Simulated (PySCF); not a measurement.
Compound: MoOBr4 (singlet state).
Bonds: Mo1–O2, Mo1–Br3, Mo1–Br4, Mo1–Br5, Mo1–Br6.

Computed with PySCF 2.14.0, PBE0-D3(BJ)/def2-SVP geometry optimisation, gas phase, def2 core potentials past Kr.

What internal coordinates does the optimisation give?

```json
{"bond": "Mo1–O2", "length (Å)": "1.635"}
{"bond": "Mo1–Br3 and 3 like bonds", "length (Å)": "2.450"}
```

Bonds in one row agree within 0.01 Å and their mean is given. A selection of angles:
```json
{"angle": "O2–Mo1–Br3", "degrees": "103.5"}
{"angle": "Br3–Mo1–Br4", "degrees": "86.8"}
{"angle": "Br3–Mo1–Br5", "degrees": "153.0"}
{"angle": "Br4–Mo1–Br6", "degrees": "151.9"}
```

Mo1 (molybdenum bonded to 4 Br and O) is square pyramidal (τ5 = (β − α)/60° = 0.02 from the two widest angles, 153.0° and 151.9° (0 for a square pyramid, 1 for a trigonal bipyramid)). All 4 Br–Mo bonds measure 2.448 to 2.451 Å.

Point group: C4v (tolerance 0.08 Å). Stationary, but not proved a minimum.
